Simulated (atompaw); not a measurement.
## Scattering properties, PAW (atompaw) potential for phosphorus (P)

```
Element                 : phosphorus
Generator               : atompaw 4.2.0.5
Type                    : PAW
Functional              : PBE
Relativity              : scalar-relativistic
Frozen core             : [Ne]
Valence charge          : 5
Reference configuration : 3s2 3p2.5 (charge +0.5)
Partial waves           : 3s (bound): rc 1.40 bohr; 3s channel at 1.3 Ry: rc 1.10 bohr; 3p (bound): rc 1.40 bohr; 3p channel at -0.25 Ry: rc 1.40 bohr; 3d channel at 0.45 Ry: rc 1.15 bohr
Local potential         : bessel scheme, radius 1.10 bohr
Core correction         : smooth core density matched at 1.25 bohr
Augmentation charge     : besselshape compensation charge, radius 1.20 bohr; PAW radius 1.40 bohr; waves and projectors: custom polynom gramschmidtortho
```

The phase is arctan(r·u′/u) with u = r·R(r), unwrapped; energies in Ry, scanned from -3 to 5 Ry. A pole is an energy at which the radial function vanishes at the test radius. The pseudo phase is shifted by a multiple of π to meet the all-electron one at the reference energy, and phase errors are pseudo minus all-electron; the curves can meet again beyond the range given. Levels narrower than the energy grid can be missing from the lists of poles. n/a: not evaluated, since a narrow level or a reset projector energy made the automatic matching unsafe.

Question: For each channel, where are the poles, and over which energies does the pseudopotential scatter like the atom?

Answer:

| channel | radius (bohr) | reference energy (Ry) | poles, all-electron | poles, pseudo | unbroken range about the reference energy with phases within 0.05 rad | phase error 1 Ry above the reference energy (rad) |
| --- | --- | --- | --- | --- | --- | --- |
| s | 1.41 | -1.35 | none | none | the whole range | -0.000 |
| p | 1.41 | -0.71 | none | none | n/a | n/a |
| d | 1.41 | 0.45 | none | none | the whole range | +0.002 |

Note: ghost states, extra bound levels that the all-electron valence spectrum of the same l lacks: s at -156.3 eV, p at -32.4 eV. A true bound ghost makes a file unfit for plane-wave use.

Phases in the s channel:

```
E (Ry)  all-electron  pseudo
 -3.00         0.918   0.918
 -2.76         0.871   0.871
 -2.52         0.818   0.818
 -2.28         0.755   0.755
 -2.04         0.681   0.681
 -1.80         0.594   0.594
 -1.56         0.492   0.492
 -1.32         0.372   0.372
 -1.08         0.235   0.235
 -0.84         0.082   0.082
 -0.60        -0.081  -0.081
 -0.36        -0.248  -0.248
 -0.12        -0.409  -0.409
  0.12        -0.557  -0.557
  0.36        -0.688  -0.688
  0.60        -0.801  -0.801
  0.84        -0.897  -0.897
  1.08        -0.979  -0.979
  1.32        -1.049  -1.049
  1.56        -1.109  -1.109
  1.80        -1.160  -1.160
  2.04        -1.204  -1.204
  2.28        -1.243  -1.243
  2.52        -1.277  -1.277
  2.76        -1.307  -1.307
  3.00        -1.333  -1.333
  3.24        -1.357  -1.357
  3.48        -1.379  -1.379
  3.72        -1.398  -1.398
  3.96        -1.416  -1.416
  4.20        -1.433  -1.433
  4.44        -1.448  -1.448
  4.68        -1.462  -1.462
  4.92        -1.475  -1.475
```
